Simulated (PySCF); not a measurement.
C₄H₆Si. Atoms are numbered in the order given.

```xyz
11

C      2.4575     0.4865     1.2051
C      1.5591     0.2629     0.4151
Si     0.1878    -0.0841    -0.7594
C     -1.3513    -0.5940     0.1655
C     -2.5133     0.0608     0.0643
H      3.2526     0.6857     1.9017
H     -0.1059     1.1457    -1.5532
H      0.6461    -1.1695    -1.6783
H     -1.3013    -1.4737     0.8206
H     -2.6241     0.9485    -0.5690
H     -3.4091    -0.2564     0.6099
```
Charge 0, spin multiplicity 1.

Geometry: PBE0-D3(BJ)/def2-SVP. One conformer was computed; it need not be the lowest.

Method: PySCF with PBE/pcSseg-1.

GIAO shieldings, no solvent; atoms listed in one row are averaged. δ = σ(ref) − σ: ¹³C against TMS (σ = 182.0 ppm); ²⁹Si against TMS (σ = 335.4 ppm); ¹H against TMS (σ = 31.49 ppm), references at their B3LYP-D3(BJ)/def2-TZVP geometries, non-relativistic.

```json
[
 {"nucleus": "¹³C", "atoms": "C5", "count": "1", "δ (ppm)": "146.2"},
 {"nucleus": "¹³C", "atoms": "C4", "count": "1", "δ (ppm)": "139.8"},
 {"nucleus": "¹³C", "atoms": "C1", "count": "1", "δ (ppm)": "103.7"},
 {"nucleus": "¹³C", "atoms": "C2", "count": "1", "δ (ppm)": "84.4"},
 {"nucleus": "²⁹Si", "atoms": "Si3", "count": "1", "δ (ppm)": "-67.3"},
 {"nucleus": "¹H", "atoms": "H9", "count": "1", "δ (ppm)": "6.62"},
 {"nucleus": "¹H", "atoms": "H11", "count": "1", "δ (ppm)": "6.62"},
 {"nucleus": "¹H", "atoms": "H10", "count": "1", "δ (ppm)": "6.52"},
 {"nucleus": "¹H", "atoms": "H8", "count": "1", "δ (ppm)": "5.08"},
 {"nucleus": "¹H", "atoms": "H7", "count": "1", "δ (ppm)": "4.78"},
 {"nucleus": "¹H", "atoms": "H6", "count": "1", "δ (ppm)": "2.56"}
]
```
